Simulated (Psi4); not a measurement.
Noncovalent pair: CH4 (SMILES C) (first 5 atoms) with CO2 (SMILES O=C=O); geometry from B3LYP-D3(BJ)/def2-TZVP, rigid monomers moved along the line of their centres of mass till C1···C7 is 6.14 Å.
(charge 0, multiplicity 1):
```xyz
8

C      0.0319     0.0295    -0.0774
H     -0.9773    -0.2865     0.1838
H      0.2635     0.9697     0.4214
H      0.7416    -0.7366     0.2324
H      0.0986     0.1684    -1.1553
O      0.1094     1.0243     6.1306
C     -0.1204    -0.1100     6.0569
O     -0.3503    -1.2443     5.9865
```

Computed with SAPT0/jun-cc-pV(D+d)Z (Psi4).

**Question.** Give the four SAPT terms and the total, and say what mostly holds the pair together.

**Answer.** electrostatics -0.01, exchange 0.00, induction 0.00, dispersion -0.02, total -0.03 kcal/mol; the largest attraction is dispersion.
